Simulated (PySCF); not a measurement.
PySCF input file for Al(Cl)(I)(OMe) (CH₃AlClIO), SMILES C[O][Al]([Cl])[I], PBE-D3(BJ)/def2-SVP. Geometry optimised at PBE-D3(BJ)/def2-SVP. The structure was generated by enumeration; whether it is a known compound was not checked. The def2 effective core potentials stand for the cores of I; spin–orbit coupling is left out. Other conformers were not sampled.

```python
import numpy as np
from pyscf import gto, scf, dft, df
from pyscf.hessian import thermo

mol = gto.M(
    atom='''
    Al    0.07463787   -1.00473515   -0.00000000
    Cl    1.85627532   -2.10973017    0.00000000
    I     0.08583499    1.46634123    0.00000000
    O    -1.38538875   -1.87224777   -0.00000000
    C    -2.75701147   -1.55958414   -0.00000000
    H    -3.24843964   -1.99537720    0.89751433
    H    -3.24843964   -1.99537720   -0.89751433
    H    -2.95416898   -0.46287381   -0.00000000
    ''',
    basis='def2-SVP',
    ecp={'I': 'def2-svp'},
    charge=0,
    spin=0,
    max_memory=1600,
    verbose=3,
)
mf = dft.RKS(mol, xc='pbe').density_fit(auxbasis='def2-universal-jkfit')
mf.disp = 'd3bj'
mf.grids.level = 3
mf.conv_tol = 1e-11
mf.max_cycle = 100
mf.kernel()

# [left out here: the lines that compute and print the analytic Hessian (its translational invariance restored by hand, since the grid's response is missing), thermochemistry and intensities]
```

Program output:

```
converged SCF energy = -1114.86065521507

WARN: DFTD3 does not support analytical Hessian, using finite difference


WARN: Mole.unit (angstrom) is changed to Bohr

Mode                                 0                   1                   2
Irrep
Freq [cm^-1]                       71.0457             85.4622             94.0950
Reduced mass [au]                   3.8143              1.0468              3.6572
Force const [Dyne/A]                0.0113              0.0045              0.0191
Char temp [K]                     102.2190            122.9610            135.3818
Normal mode                   x     y     z       x     y     z       x     y     z
       0  Al                 0.05 -0.02 -0.00    0.00  0.00 -0.01    0.00 -0.00  0.07
       1  Cl                 0.04 -0.02  0.00    0.00 -0.00  0.02    0.00 -0.00 -0.05
       2   I                -0.03 -0.02  0.00   -0.00  0.00 -0.00   -0.00 -0.00 -0.00
       3   O                 0.02  0.02 -0.00    0.00  0.00 -0.02    0.00  0.00  0.15
       4   C                 0.05  0.20  0.00    0.00  0.00  0.04    0.00  0.00 -0.12
       5   H                -0.00  0.26  0.00   -0.06 -0.48 -0.23   -0.19 -0.07 -0.26
       6   H                -0.00  0.26 -0.00    0.06  0.48 -0.23    0.19  0.07 -0.26
       7   H                 0.19  0.22 -0.00    0.00  0.00  0.61    0.00  0.00 -0.08
Mode                                 3                   4                   5
Irrep
Freq [cm^-1]                      114.3286            199.0910            223.1235
Reduced mass [au]                  18.8493             17.3562              6.7690
Force const [Dyne/A]                0.1452              0.4053              0.1985
Char temp [K]                     164.4934            286.4476            321.0251
Normal mode                   x     y     z       x     y     z       x     y     z
       0  Al                -0.06 -0.02  0.00    0.00 -0.00 -0.16    0.04  0.01  0.00
       1  Cl                 0.03  0.12 -0.00    0.00  0.00  0.03    0.04 -0.01 -0.00
       2   I                 0.02 -0.03 -0.00   -0.00 -0.00  0.01   -0.01 -0.02 -0.00
       3   O                -0.06 -0.02  0.00   -0.00  0.00  0.13   -0.04  0.19 -0.00
       4   C                -0.05  0.05 -0.00   -0.00  0.00 -0.01   -0.08 -0.03  0.00
       5   H                -0.07  0.07  0.00   -0.07  0.02 -0.04   -0.01 -0.12 -0.00
       6   H                -0.07  0.07 -0.00    0.07 -0.02 -0.04   -0.01 -0.12  0.00
       7   H                 0.00  0.06  0.00   -0.00  0.00 -0.04   -0.26 -0.07  0.00
Mode                                 6                   7                   8
Irrep
Freq [cm^-1]                      293.2087            556.1074            742.0120
Reduced mass [au]                  18.3135             23.9310              8.9442
Force const [Dyne/A]                0.9276              4.3604              2.9015
Char temp [K]                     421.8620            800.1147           1067.5901
Normal mode                   x     y     z       x     y     z       x     y     z
       0  Al                -0.02 -0.10  0.00    0.07 -0.14 -0.00    0.13  0.04 -0.00
       1  Cl                 0.08 -0.04 -0.00   -0.07  0.05 -0.00   -0.02  0.01  0.00
       2   I                 0.00  0.04 -0.00   -0.00  0.01  0.00   -0.00 -0.00  0.00
       3   O                -0.08 -0.04  0.00    0.02  0.05 -0.00   -0.04 -0.10  0.00
       4   C                -0.08  0.00  0.00    0.03 -0.00  0.00   -0.13  0.00  0.00
       5   H                -0.09  0.01  0.00    0.05 -0.02 -0.00   -0.17  0.04  0.00
       6   H                -0.09  0.01 -0.00    0.05 -0.02  0.00   -0.17  0.04 -0.00
       7   H                -0.04  0.01  0.00   -0.00 -0.01 -0.00   -0.06  0.02  0.00
Mode                                 9                  10                  11
Irrep
Freq [cm^-1]                     1136.5546           1143.1331           1197.4027
Reduced mass [au]                   1.4996              1.2846              5.4303
Force const [Dyne/A]                1.1413              0.9891              4.5873
Char temp [K]                    1635.2490           1644.7140           1722.7959
Normal mode                   x     y     z       x     y     z       x     y     z
       0  Al                -0.01 -0.01 -0.00    0.00  0.00  0.00    0.03  0.02  0.00
       1  Cl                -0.00 -0.00  0.00   -0.00  0.00 -0.00   -0.00  0.00 -0.00
       2   I                -0.00 -0.00  0.00    0.00  0.00 -0.00    0.00 -0.00 -0.00
       3   O                 0.07 -0.05  0.00   -0.00 -0.00  0.05   -0.18 -0.03 -0.00
       4   C                -0.05  0.13  0.00    0.00  0.00 -0.13    0.16  0.02  0.00
       5   H                 0.22 -0.29 -0.06    0.55 -0.02  0.16    0.14 -0.14 -0.07
       6   H                 0.22 -0.29  0.06   -0.55  0.02  0.16    0.14 -0.14  0.07
       7   H                -0.61  0.03 -0.00   -0.00 -0.00  0.31   -0.19 -0.03 -0.00
Mode                                12                  13                  14
Irrep
Freq [cm^-1]                     1420.6838           1423.5447           1428.2868
Reduced mass [au]                   1.0391              1.0588              1.1095
Force const [Dyne/A]                1.2356              1.2642              1.3336
Char temp [K]                    2044.0477           2048.1638           2054.9866
Normal mode                   x     y     z       x     y     z       x     y     z
       0  Al                 0.00  0.00 -0.00   -0.00 -0.00  0.00   -0.01 -0.00  0.00
       1  Cl                -0.00  0.00  0.00    0.00 -0.00 -0.00    0.00 -0.00 -0.00
       2   I                -0.00 -0.00 -0.00    0.00  0.00 -0.00   -0.00  0.00 -0.00
       3   O                -0.00 -0.00 -0.01    0.03  0.01 -0.00    0.03 -0.00 -0.00
       4   C                -0.00 -0.00 -0.05    0.04  0.04 -0.00    0.08 -0.04 -0.00
       5   H                -0.25  0.42  0.05   -0.46 -0.29 -0.41   -0.28  0.37  0.01
       6   H                 0.25 -0.42  0.05   -0.46 -0.29  0.41   -0.28  0.37 -0.01
       7   H                 0.00  0.00  0.69    0.11  0.03  0.00   -0.67 -0.14  0.00
Mode                                15                  16                  17
Irrep
Freq [cm^-1]                     2922.0979           3003.1589           3016.3027
Reduced mass [au]                   1.0329              1.1041              1.1060
Force const [Dyne/A]                5.1964              5.8671              5.9288
Char temp [K]                    4204.2483           4320.8770           4339.7880
Normal mode                   x     y     z       x     y     z       x     y     z
       0  Al                -0.00 -0.00 -0.00    0.00  0.00  0.00    0.00  0.00 -0.00
       1  Cl                 0.00 -0.00  0.00   -0.00  0.00 -0.00    0.00  0.00 -0.00
       2   I                 0.00  0.00  0.00    0.00  0.00 -0.00    0.00 -0.00  0.00
       3   O                 0.00  0.00  0.00   -0.00  0.00 -0.00   -0.00  0.00  0.00
       4   C                 0.04 -0.02 -0.00   -0.02 -0.09  0.00   -0.00 -0.00 -0.09
       5   H                -0.21 -0.20  0.40    0.20  0.18 -0.40   -0.28 -0.28  0.54
       6   H                -0.21 -0.20 -0.40    0.20  0.18  0.40    0.28  0.28  0.54
       7   H                -0.11  0.69 -0.00   -0.10  0.65  0.00   -0.00  0.00 -0.02
temperature 298.1500 [K]
pressure 101325.00 [Pa]
Rotational constants [GHz] 1.83971 0.91880 0.61519
Symmetry number 1
Zero-point energy (ZPE) 0.04344 [Eh]   114061.772 [J/mol]
                           tot       elec      trans        rot        vib
Entropy [J/mol/K]       390.615      0.000    176.034    126.000     88.581
Cv [J/mol/K]             91.986      0.000     12.472     12.472     67.043
Cp [J/mol/K]            100.301      0.000     20.786     12.472     67.043
Internal energy [J/mol]                      3718.434   3718.434 126891.525
Internal energy [Eh]   -1114.80949  -1114.86066
Enthalpy [J/mol]                             6197.391   3718.434 126891.525
Enthalpy [Eh]          -1114.80855
Gibbs free energy [J/mol]                  -46287.275 -33848.350 100481.246
Gibbs free energy [Eh] -1114.85291
mode   freq/cm-1   IR/(km/mol)
   1       71.05         2.686
   2       85.46         0.000
   3       94.10         0.986
   4      114.33         1.772
   5      199.09        33.318
   6      223.12        13.146
   7      293.21        20.615
   8      556.11       182.506
   9      742.01        56.339
  10     1136.55        58.567
  11     1143.13         0.000
  12     1197.40       264.053
  13     1420.68         1.249
  14     1423.54         1.177
  15     1428.29        15.860
  16     2922.10        87.708
  17     3003.16        34.023
  18     3016.30        26.969
max |gradient| / (hartree/bohr): 0.00011487937909842295
APT charges: [ 1.4705 -0.5182 -0.4107 -0.9641  0.5673 -0.0536 -0.0536 -0.0377]
```

Self-consistency was reached.
